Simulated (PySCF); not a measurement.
These compounds are isomers of formula C$_{5}$H$_{8}$F$_{3}$NSi.

A. SMILES [Si@@H](N)(C1=CCC1)C(F)(F)F
B. `C=C/N=C\[C@@H]([SiH3])C(F)(F)F`
C. `CN([SiH3])CC#CC(F)(F)F`
D. `C=C([SiH3])/C=N\CC(F)(F)F`

Spectrum 1. $^{1}$H NMR (300 MHz, computed): δ 4.65 (s, 3H), 3.78 (s, 2H), 2.76 (s, 3H). $^{13}$C{$^{1}$H} NMR (computed): δ 124.0 (C), 94.4 (C), 78.1 (C), 44.8 (CH2), 39.7 (CH3).

Spectrum 2. $^{1}$H NMR (300 MHz, computed): δ 8.66 (s, 1H), 6.20 (br s, 1H), 5.87 (br s, 1H), 4.52 (m, 2H), 4.26 (s, 3H). $^{13}$C{$^{1}$H} NMR (computed): δ 177.6 (CH), 150.6 (C), 138.7 (CH2), 133.1 (C), 57.3 (CH2).

Spectrum 3. $^{1}$H NMR (300 MHz, computed): δ 7.05 (m, 1H), 5.05 (m, 1H), 2.94 (m, 1H), 2.89 (m, 1H), 2.83 (m, 1H), 2.82 (m, 1H), 0.70 (br s, 2H). $^{13}$C{$^{1}$H} NMR (computed): δ 164.0 (CH), 157.1 (C), 139.6 (C), 36.1 (CH2), 35.6 (CH2).

Spectrum 4. $^{1}$H NMR (300 MHz, computed): δ 7.63 (m, 1H), 7.36 (m, 1H), 4.43 (m, 1H), 4.34 (m, 1H), 4.11 (d, 3H), 3.71 (m, 1H). $^{13}$C{$^{1}$H} NMR (computed): δ 155.2 (CH), 149.5 (CH), 136.3 (C), 98.2 (CH2), 36.5 (CH).

Non-relativistic, equivalent nuclei averaged, gas phase, a single conformation. Structure optimised with GFN2-xTB; GIAO PBE0/pcSseg-1 shieldings; PySCF 2.14.

Scale: $^{1}$H, $^{13}$C against TMS (reference shieldings calculated alike). Splittings of carbon signals by F and P are missing where no couplings were computed. Where no couplings were computed, multiplicities follow the n + 1 count of equivalent neighbours, and m marks all less simple cases (inequivalent or close neighbours, rings, F or P nearby). Shifts are as computed. Against solution values, carbons near 30 ppm lie about +3 ppm off and those near 130 ppm about +5 ppm. Of 1211 compounds with measured shifts, 218 miss one by over three times the rms of a fit or turn the order of signals round; such compounds aren't used in these exercises. OH and NH positions are gas-phase values without hydrogen bonding to other molecules.

**Question.** Which spectrum belongs to which compound?

**Answer.** 1–C, 2–D, 3–A, 4–B.

- Spectrum 1 (C): 5 $^{13}$C signals; δC 124.0 is a CF3 carbon; δC 94.4 is an alkyne carbon.
- Spectrum 2 (D): 5 $^{13}$C signals; δC 150.6 is a fully substituted alkene carbon; δC 138.7 is a terminal =CH2 carbon.
- Spectrum 3 (A): 5 $^{13}$C signals; δC 164.0 is an alkene CH; δC 157.1 is a fully substituted alkene carbon.
- Spectrum 4 (B): 5 $^{13}$C signals; δC 149.5 is an alkene CH; δC 136.3 is a CF3 carbon.
